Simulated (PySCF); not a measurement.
Compound: C3H7F2Si2 (doublet state).
Z-matrix (Å and degrees, GFN2-xTB geometry), rows numbered from 1:
```
C 
C   1  1.3227
Si  2  1.8948  1  124.95
Si  3  2.2758  2  107.10  1    97.95
C   2  1.4911  1  120.50  3   179.30
F   5  1.3651  2  111.07  1  -138.74
F   5  1.3574  2  113.86  1   -19.86
H   1  1.0767  2  120.77  3     1.60
H   1  1.0794  2  122.82  3  -178.47
H   3  1.4742  2  106.53  1  -143.03
H   3  1.4769  2  102.43  1   -32.80
H   4  1.4662  3  118.88  2  -171.72
H   4  1.4656  3  120.09  2   -38.05
H   5  1.1032  2  111.96  1   102.14
```

The hyperfine couplings belong to this conformer and change with its torsions.

As a line formula: `FC(F)C(=C)[SiH2][SiH2]` [radical].

Method: UKS B3LYP, pcH-1 on C F H Si, non-relativistic, mean-field spin-orbit, GIAO in PySCF. One conformer (not necessarily the lowest) at the GFN2-xTB geometry, without solvent, vibrations or thermal averaging. The geometry wasn't refined by DFT: couplings that depend on bond lengths, twists or pyramidal angles can differ widely from those at the functional's own minimum, by a factor of two or more for some ions and for spin on atoms past the first row. No stability test was run, so a lower SCF solution isn't excluded.

**Question.** Match the computed a_iso(29Si) values -355.8, -9.5 MHz with the sites Si3; Si4.

**Answer.** 
```csv
site,a_iso (MHz),ρ(0) (bohr⁻³),position,distance from Si4 (Å),spin population,largest |T| (MHz)
Si3,-9.5,+0.0107,1 bond from Si4,2.28,+0.01,5.8
Si4,-355.8,+0.4015,largest spin population,0.00,+0.99,178.9
```

ρ(0) is the spin density at the nucleus and T the dipolar tensor; a_iso includes a spin–orbit part; entries for several nuclei are means. The largest Mulliken spin population is on Si4 (+0.99). The angles at Si4 add up to 345.3°, so it is pyramidal.

Means are taken over nuclei equivalent by connectivity, which assumes that they swap fast. The 1H value of +42.5 MHz is a mean of couplings from 8.1 to 76.9 MHz in this one geometry, not an average over conformers. The 19F value of +30.4 MHz is a mean of couplings from 1.0 to 59.8 MHz in this one geometry, not an average over conformers.
